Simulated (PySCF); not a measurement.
From computed data to an observable: entropy of an ideal gas

C₂H₆GeSi, SMILES [CH]1[GeH2][SiH2]C=1.

Geometry: B3LYP-D3(BJ)/def2-SVP. This is a generated structure with no PubChem entry under its InChIKey; it may be hypothetical.

B3LYP-D3(BJ)/def2-SVP (PySCF) gives the harmonic wavenumbers 196, 339, 366, 401, 526, 546, 610, 645, 645, 702, 768, 773, 880, 959, 1017, 1056, 1265, 1557, 2102, 2107, 2200, 2205, 3117, 3140 cm⁻¹ and the rotational temperatures 0.2961, 0.1451, 0.1024 K. The molar mass is 130.78 g/mol, the symmetry number 1, the spin multiplicity 1.

Q: Work out the entropy at 298.15 K and 1 atm in the rigid-rotor, harmonic-oscillator model.

A: 
Translation (Sackur–Tetrode at 1 atm): S = R[1.5 ln M + 2.5 ln T − 1.16487] = 169.5 J/(mol K).
Rotation: q = (√π/σ) T^1.5/√(θA θB θC) = 138000, S = R[ln q + 3/2] = 110.8 J/(mol K).
Vibration: with u = 1.4388 ν/T, each mode gives R[u/(e^u − 1) − ln(1 − e^−u)]:
```tsv
ν (cm⁻¹)	modes	u	S (J/(mol K))
196	1	0.95	9.08
339	1	1.64	5.09
366	1	1.77	4.59
401	1	1.94	4.01
526	1	2.54	2.49
546	1	2.63	2.31
610	1	2.94	1.81
645	2	3.11	3.17
702	1	3.39	1.27
768	1	3.71	0.98
773	1	3.73	0.96
880	1	4.25	0.63
959	1	4.63	0.46
1017	1	4.91	0.37
1056	1	5.10	0.31
1265	1	6.10	0.13
1557	1	7.51	0.04
```
The stiffer modes add less than 0.005 each. Sum 37.7 J/(mol K).
Spin: R ln 1 = 0.0 J/(mol K).
Total 318.1 J/(mol K); the program's own thermochemistry gives 318.1. Translation makes up 53 % and vibration 12 %. Anharmonicity, hindered rotation and orbital degeneracy are left out.
